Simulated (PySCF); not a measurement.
Isomers C10H10O:

A. `C#C/C=C\C=C(/C=C)C(C)=O`
B. `O=Cc1ccc2c(c1)CCC2`
C. SMILES c1c(C(=O)C2CC2)cccc1

Spectrum 1. ¹H NMR (400 MHz, computed): δ 8.11 (d, 2H), 7.80 (m, 1H), 7.76 (m, 2H), 2.40 (m, 1H), 1.34 (m, 2H), 1.02 (m, 2H). ¹³C{¹H} NMR (computed): δ 209.7 (C), 146.9 (C), 137.4 (CH), 134.0 (CH), 133.6 (CH), 22.1 (CH), 15.0 (CH2).

Spectrum 2. ¹H NMR (400 MHz, computed): δ 7.84 (d, 1H), 7.19 (m, 1H), 7.07 (m, 1H), 6.08 (m, 1H), 5.85 (m, 1H), 5.54 (m, 1H), 3.63 (d, 1H), 2.38 (s, 3H). ¹³C{¹H} NMR (computed): δ 205.0 (C), 146.0 (C), 144.7 (CH), 142.3 (CH), 139.9 (CH), 129.5 (CH2), 125.3 (CH), 103.7 (CH), 84.8 (C), 31.1 (CH3).

Spectrum 3. ¹H NMR (400 MHz, computed): δ 10.14 (s, 1H), 8.40 (d, 1H), 7.76 (s, 1H), 7.74 (d, 1H), 3.14 (m, 2H), 3.11 (m, 2H), 2.19 (m, 2H). ¹³C{¹H} NMR (computed): δ 195.5 (CH), 157.4 (C), 150.1 (C), 139.9 (C), 135.5 (CH), 133.1 (CH), 130.4 (CH), 36.9 (CH2), 36.3 (CH2), 28.8 (CH2).

PySCF calculation with geometry: GFN2-xTB and σ from GIAO-PBE0/pcSseg-1; relativity neglected, one computed conformer, averaged over atoms made equivalent by symmetry, fast rotation or ring inversion, no solvent model.

Referencing at the same level of theory: ¹H (31.72 ppm) and ¹³C (186.93 ppm) against TMS. Where no couplings were computed, multiplicities follow the n + 1 count of equivalent neighbours, and m marks all less simple cases (inequivalent or close neighbours, rings, F or P nearby). Shifts are as computed. Against solution values, carbons near 30 ppm lie about +3 ppm off and those near 130 ppm about +5 ppm. Of 1211 compounds with measured shifts, 218 miss one by over three times the rms of a fit or turn the order of signals round; such compounds aren't used in these exercises.

Q: Which spectrum belongs to which compound?

A: 1–C, 2–A, 3–B.

- Spectrum 1 (C): 7 ¹³C signals; δC 209.7 is a ketone carbonyl carbon; δC 137.4 is an aromatic CH.
- Spectrum 2 (A): 10 ¹³C signals; δC 205.0 is a ketone carbonyl carbon; δC 146.0 is an α carbon of a C=C–C=O unit.
- Spectrum 3 (B): 10 ¹³C signals; δC 195.5 is an aldehyde carbonyl carbon; δC 135.5 is an aromatic CH.
